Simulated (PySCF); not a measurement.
# Property card for [AgF4]- (`[F][Ag-]([F])([F])[F]`)

[AgF4]- (charge -1 and singlet state).
Geometry (PBE0-D3(BJ)/def2-SVP, Å), atoms numbered from 1 in this order:
```
atom  x, y, z in Å
Ag1    0.0000    0.0000    0.0000
F2     1.9085   -0.0142    0.0034
F3     0.0144    1.9084    0.0059
F4    -1.9085    0.0143   -0.0035
F5    -0.0143   -1.9085   -0.0058
```

PBE0-D3(BJ)/def2-SVP geometry optimisation, gas phase, def2 core potentials past Kr (PySCF):

| Property | Result |
| --- | --- |
| Point group | D4h |
| Rotational constants A, B, C | 3.652, 3.651, 1.826 GHz |

From wB97X-D/def2-SVPD ground state and vertical TDDFT (core frozen in the response) (PySCF):

| Quantity | Value |
| --- | --- |
| HOMO energy | -7.03 eV |
| LUMO energy | 1.72 eV |
| HOMO–LUMO gap | 8.75 eV |
| Lowest singlet excitation | 2.74 eV (453 nm, f = 0.000) |
| Strongest line among the 10 lowest singlet transitions | S7/S8 at 4.20 eV (295 nm, f = 0.019 summed over these states) |
| Lowest triplet excitation (Tamm–Dancoff) | 2.31 eV |
| Static isotropic polarisability | 47.3 au |

Monoisotopic mass of the ion (most abundant isotopes, electron mass counted): 182.8993 u.

The rotational constants are those of an oblate symmetric top; the small spread among constants that symmetry makes equal is optimisation noise. S1 lies 6.01 eV below the HOMO–LUMO gap. The polarisability is 7.00 Å³ as a volume (1 au = 0.148185 Å³). With B = h/(8π²I), that is 505.379 GHz u Å² over I, the principal moments of inertia are 138.4, 138.4 and 276.8 u Å² (most abundant isotopes). 3 of the 10 computed singlets lie in the visible range (750 to 380 nm, 1.65 to 3.26 eV), with an oscillator strength of 0.000 in sum. The 10 singlets span 2.74 to 6.22 eV, and their oscillator strengths add up to 0.02.

Atoms past krypton carry effective core potentials; spin–orbit coupling is left out.

For the geometry optimisation (PBE0-D3(BJ)/def2-SVP), the run took 13 s of wall time on one thread of an Arm Neoverse V1, shared host.
